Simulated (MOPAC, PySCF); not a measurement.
C$_{2}$H$_{6}$Si, SMILES `C=[SiH]C`, neutral singlet in the gas phase. 

Cartesian coordinates (Å):
SMILES: C=[SiH]C
```xyz
9

C      1.4621     0.1928    -0.9551
Si    -0.0546     0.5783    -0.2902
C     -1.0116    -0.5187     0.8754
H      1.9764    -0.7351    -0.7390
H      1.9801     0.8649    -1.6268
H     -0.7197     1.8562    -0.6146
H     -1.9859    -0.7780     0.4561
H     -0.4590    -1.4398     1.0632
H     -1.1877    -0.0204     1.8310
```
Charge 0, multiplicity 1.

All levels are single points at this geometry (B3LYP-D3(BJ)/def2-TZVP); Pople sets use spherical d functions. Orbital energies aren't observables, and empty levels follow the basis.

| level | HOMO (eV) | LUMO (eV) | gap (eV) | dipole (D) | vertical IE, Delta-SCF (eV) |
|---|---|---|---|---|---|
| B3LYP-D3(BJ)/def2-TZVP in PySCF | -6.02 | -0.84 | 5.18 | 1.67 | – |
| B3LYP/3-21G in PySCF | -5.92 | -0.34 | 5.58 | 1.14 | – |
| B3LYP/6-311+G** in PySCF | -6.07 | -0.91 | 5.16 | 1.65 | – |
| PBE/6-31G* in PySCF | -5.05 | -1.11 | 3.94 | 1.30 | 8.27 |
| SVWN5/6-31G* in PySCF | -5.16 | -1.25 | 3.90 | 1.32 | 8.51 |
| PM6 in MOPAC | -7.96 | 0.07 | 8.03 | 2.59 | – |
